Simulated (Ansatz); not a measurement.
The pair A = C2H4 (SMILES C=C) (first 6 atoms), B = H2Se (SMILES [SeH2]); geometry from B3LYP-D3(BJ)/def2-TZVP.
(charge 0, multiplicity 1):
```xyz
9

C     -0.303     0.640    -0.066
C      0.109    -0.615     0.035
H     -1.348     0.887    -0.212
H      0.385     1.473    -0.003
H      1.153    -0.862     0.184
H     -0.580    -1.449    -0.025
Se     0.366     0.449     3.443
H     -1.002    -0.014     3.184
H      0.121     0.492     4.896
```

Frozen-core correlation. Filled d and f shells under p-block atoms count as core. MP2 and its Hartree–Fock in aug-cc-pVQZ, aug-cc-pVTZ are density fitted.

Run with Ansatz (Gaussian orbitals). Each number belongs to the level named beside it.

The counterpoise-corrected interaction energy is E(AB) − E(A in the pair's basis) − E(B in the pair's basis). Total energies (hartree):

| level | AB | A in the pair's basis | B in the pair's basis |
|---|---|---|---|
| HF/aug-cc-pVTZ | -2479.1125418 | -78.0649063 | -2401.0489649 |
| MP2/aug-cc-pVTZ | -2479.6290396 | -78.4045484 | -2401.2217310 |
| HF/aug-cc-pVQZ | -2479.1205146 | -78.0695717 | -2401.0522596 |
| MP2/aug-cc-pVQZ | -2479.6680592 | -78.4275753 | -2401.2375497 |
| MP2/aug-cc-pVDZ | -2479.4425638 | -78.3285245 | -2401.1117070 |
| CCSD(T)/aug-cc-pVDZ | -2479.5088174 | -78.3687570 | -2401.1382613 |

### Question
Work out the counterpoise-corrected interaction energy at the basis-set limit: extrapolate the MP2 correlation part as X⁻³, take Hartree–Fock from the larger set, and add the CCSD(T) − MP2 difference of aug-cc-pVDZ.

### Answer

1. Differences (1 hartree = 627.509 kcal/mol): HF/aug-cc-pVTZ 0.834; MP2/aug-cc-pVTZ -1.732; HF/aug-cc-pVQZ 0.826; MP2/aug-cc-pVQZ -1.841; MP2/aug-cc-pVDZ -1.464; CCSD(T)/aug-cc-pVDZ -1.129.
2. Correlation parts, MP2 less HF: -2.566 in aug-cc-pVTZ (X = 3), -2.668 in aug-cc-pVQZ (X = 4).
3. Limit (4³·(-2.668) − 3³·(-2.566))/(4³ − 3³) = -2.741; with HF/aug-cc-pVQZ it gives -1.915.
4. CCSD(T) less MP2 in aug-cc-pVDZ: 0.335.
Result: -1.58 kcal/mol, against -1.73 at MP2/aug-cc-pVTZ. It is an estimate of this method's limit, not of the exact value.

Ansatz is a program for electronic structure.
